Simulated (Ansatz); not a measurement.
```xyz
12

C     2.0877    0.4803   -0.1756
O     0.9622    1.3333   -0.2391
B    -0.2826    0.8311   -0.1036
F    -1.3005    1.6926   -0.1743
O    -0.4930   -0.4910    0.0955
C    -1.7869   -1.0422    0.2401
H     2.1421   -0.0307    0.7890
H     2.0572   -0.2730   -0.9668
H     2.9747    1.1002   -0.3041
H    -1.8515   -1.5419    1.2086
H    -2.5631   -0.2774    0.1777
H    -1.9464   -1.7812   -0.5475
```

Total charge 0; spin multiplicity 1.

Task: List the B3LYP/def2-TZVPP orbital energies in eV (the Gaussian-basis code of Ansatz). (Estimate.)

Result: Computed: Occupied: -671.44, -521.05, -520.83, -278.33, -278.16, -185.73, -32.81, -28.76, -28.08, -19.38, -19.07, -15.12, -14.43, -14.23, -13.29, -12.43, -12.39, -12.10, -11.98, -11.13, -9.38, -9.17, -9.16, -8.25. Lowest empty: 0.58, 1.41, 1.42, 1.82, 2.62, 2.95, 3.00, 3.03.

B3LYP here is the variant with VWN-RPA as its local correlation; programs differ in this.
